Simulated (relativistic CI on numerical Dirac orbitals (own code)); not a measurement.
# Os2+: 4f photoemission

Computed with this model: Dirac-Coulomb-Breit CI, separate exchange-only KLI orbitals for each configuration, QED by a radiative potential, valence Slater integrals scaled by 0.7, multiplet model of photoemission in the sudden approximation; configurations [Xe] 4f14 5d6 → [Xe] 4f13 5d6; 80 K; Lorentzian 0.35 eV and Gaussian 0.5 eV FWHM. Energies are those of the free ion, without screening or charge transfer. The energies are binding energies and can lie tens of eV above those of solids. S is read from ⟨S²⟩ = S(S + 1).

Computed curve for free ion, scaled to 100 at the maximum (points under 2 are left out and the grid is thinned):

```csv
Energy (eV),Intensity
74.3,2.0
74.5,2.4
74.7,3.0
74.9,3.9
75.1,5.2
75.3,7.6
75.5,12.8
75.7,24.5
75.9,45.4
76.1,68.3
76.4,90.3
76.6,99.0
76.8,97.7
77.0,83.8
77.2,62.7
77.4,42.0
77.6,27.5
77.8,20.3
78.0,17.9
78.2,18.7
78.4,22.6
78.6,28.5
78.8,34.7
79.0,42.4
79.2,51.2
79.4,57.7
79.6,62.8
79.8,66.3
80.0,61.9
80.2,47.6
80.5,26.0
80.7,17.3
80.9,11.7
81.1,8.5
81.3,6.6
81.5,5.1
81.7,3.8
81.9,3.0
82.1,2.5
82.3,2.0
```

The ground state has S = 1.86, and the centroid lies at 77.97 eV.
